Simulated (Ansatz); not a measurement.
Reaction (formal exchange of groups at a Te–Al bond): `N[SiH2][AlH][TeH]` + `N[SiH3]` → `N[SiH2][TeH]` + `N[SiH2][AlH2]`

Program: Ansatz. Geometries: PBE0-D4/def2-TZVP. ΔE: electronic, gas phase. CBS: MP2 limit from def2 TZ/QZ plus the TZ coupled-cluster correction, frozen cores. This one scheme is used for every species. Functionals use def2-TZVPP. def2 core potentials past Kr. For Te outer-core shells are correlated without core-valence functions, which leaves a few kJ/mol of doubt a bond. One conformer a species, not always the lowest.

`N[SiH2][AlH][TeH]`:

```xyz
10

N    -0.238    0.411    2.279
Si    0.699    0.507    0.820
Al   -0.173   -0.721   -1.136
Te   -0.148    0.468   -3.375
H    -0.310   -0.479    2.749
H    -1.124    0.891    2.313
H     2.064   -0.004    1.142
H     0.822    1.954    0.480
H    -0.787   -2.187   -1.116
H    -0.805   -0.840   -4.155
```

`N[SiH3]`:

Cartesian coordinates in Å:
```
N 0.608 0.559 -0.675
Si -0.337 -0.435 0.363
H 1.421 1.029 -0.309
H 0.153 1.127 -1.371
H 0.585 -1.352 1.081
H -1.147 0.280 1.395
H -1.283 -1.208 -0.483
```

`N[SiH2][TeH]`:

Z-matrix (Å, degrees):
```
Si
Te 1 2.513
N 1 1.714 2 118.0
H 1 1.483 2 102.2 3 -120.1
H 1 1.482 2 108.8 3 121.4
H 2 1.658 1 91.9 3 -68.0
H 3 1.008 1 118.5 2 81.9
H 3 1.008 1 119.5 2 -57.9
```

`N[SiH2][AlH2]`:

```xyz
9

N    -1.215    0.415   -1.077
Si    0.355    0.606   -0.374
Al    0.605   -0.965    1.499
H    -1.603   -0.509   -1.170
H    -1.498    0.999   -1.849
H     0.476    2.022    0.083
H     1.500    0.427   -1.333
H     1.764   -0.791    2.574
H    -0.385   -2.204    1.648
```

```tsv
species	PBE0 energy (Eh)
`N[SiH2][AlH][TeH]`	-858.10450
`N[SiH3]`	-347.10904
`N[SiH2][TeH]`	-615.17752
`N[SiH2][AlH2]`	-590.01302
```

Work out ΔE.

ΔE = (-615.17752) + (-590.01302) − (-858.10450) − (-347.10904) = 0.02300 Eh = +60.4 kJ/mol. CCSD(T)/CBS gives +61.2 kJ/mol.

Largest T1 diagnostic among the species: 0.012.
